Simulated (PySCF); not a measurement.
# Calcium: a sound run and one with changed settings

Sound run: Ca [Ar] 4s2, Ca⁺ [Ar] 4s1. Computed with PySCF 2.14 in x2c-TZVPall (6s5p3d, 36 functions), with the spin-free X2C one-electron Hamiltonian (Gaussian nucleus). In the sound run the correlated levels freeze [Ar]. The sound run starts from symmetry-adapted Hartree-Fock orbitals and uses a fine grid where one is needed.

Changed run: the non-relativistic Hamiltonian (point nucleus). This setting is unsound on purpose.

```tsv
species	method	sound run (hartree)	changed run (hartree)	converged
Ca	UHF	-679.62020	-676.06919	yes
Ca	LDA	-678.57549	-675.02926	yes
Ca	PBE	-680.22392	-676.67594	yes
Ca	MP2	-679.63866	-676.08772	yes
Ca	CCSD(T)	-679.64840	-676.09757	yes
Ca⁺	UHF	-679.43136	-675.88122	yes
Ca⁺	LDA	-678.34619	-674.80106	yes
Ca⁺	PBE	-679.99986	-676.45287	yes
```

Ionisation energy of Ca:

```csv
method,sound run (eV),changed run (eV)
UHF,5.139,5.115
LDA,6.240,6.210
PBE,6.097,6.070
MP2,5.641,5.619
SCS-MP2,5.742,5.720
CCSD,5.906,5.887
CCSD(T),5.906,5.887
CCSDT,5.906,5.887
FCI,5.906,5.887
```

Most of the change in total energy is the relativistic energy itself. On top of that the contraction fixes the core shape for the Hamiltonian it was made with, so the changed run is not a good calculation with the other Hamiltonian either.

For comparison, NIST gives 6.113 eV between the lowest levels.
